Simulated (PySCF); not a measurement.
## Dipole polarisabilities along the 4d series

Calculated with PySCF 2.14 for the ground configurations, without spin-orbit coupling: coupled response for Hartree-Fock and DFT. Mean α in bohr³, C₆ of like pairs in atomic units.

| species | α UHF | α PBE | α PBE0 | α recommended (Schwerdtfeger and Nagle) | C₆ UHF | C₆ PBE | C₆ PBE0 |
| --- | --- | --- | --- | --- | --- | --- | --- |
| Zr [Kr] 4d2 5s2 (aug-cc-pwCVTZ-PP with ECP28MDF, ECP) | 194.9 | 121.0 | 126.8 | 112 ± 13 | 2523 | 1683 | 1787 |
| Nb [Kr] 4d4 5s1 (aug-cc-pwCVTZ-DK, spin-free X2C) | 131.6 | 91.56 | 96.54 | 98 ± 8 | 1599 | 1022 | 1089 |
| Mo [Kr] 4d5 5s1 (aug-cc-pwCVTZ-PP with ECP28MDF, ECP) | 108.1 | 72.90 | 77.53 | 87 ± 6 | 1196 | 759.8 | 812.2 |
| Tc [Kr] 4d5 5s2 (aug-cc-pwCVTZ-DK, spin-free X2C) | 137.4 | n/a | n/a | 79 ± 10 | 1568 | n/a | n/a |
| Ru [Kr] 4d7 5s1 (aug-cc-pwCVTZ-PP with ECP28MDF, ECP) | 93.57 | 57.40 | 61.77 | 72 ± 10 | 892.2 | 529.7 | 568.7 |
| Rh [Kr] 4d8 5s1 (aug-cc-pwCVTZ-DK, spin-free X2C) | 89.25 | 53.74 | 58.20 | 66 ± 10 | 805.8 | 465.4 | 502.9 |
| Pd [Kr] 4d10 (aug-cc-pwCVTZ-PP with ECP28MDF, ECP) | 18.95 | 27.01 | 23.82 | 26.14 ± 0.1 | 124.9 | 176.3 | 157.5 |
| Ag [Kr] 4d10 5s1 (aug-cc-pwCVTZ-PP with ECP28MDF, ECP) | 82.94 | 46.29 | 50.98 | 55 ± 8 | 683.7 | 355.7 | 391.9 |
| Cd [Kr] 4d10 5s2 (aug-cc-pwCVTZ-PP with ECP28MDF, ECP) | 63.77 | 46.43 | 49.60 | 46 ± 2 | 611.9 | 410.8 | 445.3 |

Hartree-Fock lacks correlation. All values carry a basis error, and heavy open shells lack spin-orbit coupling.
